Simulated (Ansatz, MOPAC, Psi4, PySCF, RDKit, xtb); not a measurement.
Complex: CH4O (SMILES CO) (first 6 atoms) with CH6Si (SMILES C[SiH3]); geometry from B3LYP-D3(BJ)/def2-TZVP, rigid monomers moved along the line of their centres of mass till O2···Si8 is 4.59 Å.
(charge 0, multiplicity 1):
```xyz
14

C      0.33690    -0.27053    -0.27642
O      0.52993     0.78422     0.65793
H     -0.21442    -1.10857     0.16176
H      1.32678    -0.62097    -0.56478
H     -0.18588     0.07090    -1.17587
H     -0.33090     1.10812     0.94283
C      1.21356     0.21818     5.30715
Si    -0.50617    -0.43390     4.96487
H      1.68179     0.52441     4.37139
H      1.83334    -0.54953     5.77426
H      1.17893     1.07819     5.97850
H     -1.35943     0.60852     4.33440
H     -1.18009    -0.84699     6.22189
H     -0.47479    -1.60720     4.05901
```

| level | interaction energy (kcal/mol) | cost |
|---|---|---|
| MMFF94 | -0.78 | - |
| UFF | -0.58 | - |
| AM1 | -0.11 | - |
| PM7 | -0.47 | - |
| GFN1-xTB | -0.76 | - |
| HF/6-31G* | -0.54 | - |
| HF/6-31G* (no counterpoise) | -0.95 | - |
| BP86/6-31G* (no counterpoise) | -0.91 | - |
| r2SCAN/def2-TZVPPD | -0.67 | ×2 |
| r2SCAN-D4/def2-TZVPPD | -0.92 | ×2 |
| B3LYP/3-21G (no counterpoise) | -0.99 | - |
| B3LYP/6-31G* | -0.46 | - |
| B3LYP/6-31G* (no counterpoise) | -1.07 | - |
| B3LYP-D3(BJ)/def2-TZVPPD | -0.89 | ×1 |
| PBE0/def2-TZVPPD | -0.62 | ×1 |
| wB97X-V/def2-TZVPPD | -0.92 | ×3 |
| wB97M-V/def2-TZVPPD | -0.92 | ×3 |
| MP2/6-31G* | -0.69 | - |
| CCSD(T)/aug-cc-pV(D+d)Z | -0.89 | ×70 |
| SAPT0/jun-cc-pV(D+d)Z | -0.82 | - |

The rows run from -1.07 (B3LYP/6-31G* (no counterpoise)) to -0.11 kcal/mol (AM1). The dispersion term adds -0.24 in r2SCAN-D4. The 4 functionals in def2-TZVPPD without D3 or D4 span 0.30, from wB97X-V to PBE0.

Interaction energies are E(AB) − E(A) − E(B) at the monomers' geometry in the complex; basis-set methods are counterpoise corrected. Rows marked so take none. RDKit's UFF carries no charges.

Cores are frozen in the correlated methods. Rows in 3-21G, 6-31G* carry no dispersion term and start afresh at each structure (6-31G* with six Cartesian d functions). MP2/6-31G* freezes PySCF's default core. The state reached by AM1, PM7 isn't checked; PM7 holds dispersion and hydrogen-bond terms.

Programs: Ansatz (Gaussian basis) for Hartree–Fock, density functionals and correlated methods; MOPAC for AM1, PM7 (differences of heats of formation); Psi4 for SAPT; PySCF for 3-21G rows, 6-31G* rows, the dispersion terms; RDKit for the force fields; xtb for the GFN methods. 

Costs are rough ratios of core time to PBE/def2-TZVPPD (about 10 s over the structures, on one shared machine); a dash marks a level with no comparable run of its own.

Ansatz is a program for electronic structure.
